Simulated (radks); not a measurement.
Removal energies from the terbium ion Tb7+, [Kr] 4d10 4f7 5s2 5p3, by Delta-SCF beside the eigenvalue of the level emptied. Calculated with a radial shooting solver on a logarithmic mesh with Libxc functionals: non-relativistic Kohn-Sham, PBE, spin-polarised, spherical densities, point nucleus. Open shells are filled with parallel spins first.

5p: final configuration [Kr] 4d10 4f7 5s2 5p2; Delta-SCF (eV) 122.25; -eigenvalue (eV) 114.43
4f: final configuration [Kr] 4d10 4f6 5s2 5p3; Delta-SCF (eV) 126.53; -eigenvalue (eV) 113.73
5s: final configuration [Kr] 4d10 4f7 5s1 5p3; Delta-SCF (eV) 135.86; -eigenvalue (eV) 128.02
4d: final configuration [Kr] 4d9 4f7 5s2 5p3; Delta-SCF (eV) 264.90; -eigenvalue (eV) 251.38
